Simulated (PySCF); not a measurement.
## BSb and its ions

ROHF-CCSD(T); PySCF, scalar-relativistic core potentials, basis sets B aug-cc-pVDZ, Sb aug-cc-pVDZ-PP with ECP28. Neutral (ROHF): triplet (σ ↑, π ↑), Re = 2.103 Å, ωe = 640 cm⁻¹, De = 1.82 eV.

BSb⁻ (ROHF): doublet (σ ↑), Re = 2.050 Å, ωe = 705 cm⁻¹. The energies at the minima are -264.01404 hartree for BSb and -264.09884 for BSb⁻.

Work out the adiabatic electron affinity, without and with harmonic zero-point energies (1 hartree = 27.2114 eV, 1 eV = 8065.5 cm⁻¹), and the change of the bond length.

At ROHF-CCSD(T): 0.08480 hartree = 2.308 eV between the minima; the zero-point term (640.0 − 705.0)/2 cm⁻¹ = -0.004 eV makes it 2.303 eV. Re changes by -5.3 pm against the neutral. The electron enters a π orbital, and the shorter bond of the ion fits a bonding orbital, or a change in how ionic the bond is.

Correlated steps freeze 5 core orbitals. Correlated levels converge slowly with the basis: in double zeta they bind strong bonds too weakly, by up to about 1 eV, and carry superposition errors of some tenths. Spin–orbit coupling is left out, which matters for elements this heavy, above all for dissociation energies. States were picked by a PBE0 search and need not be the measured ground states.
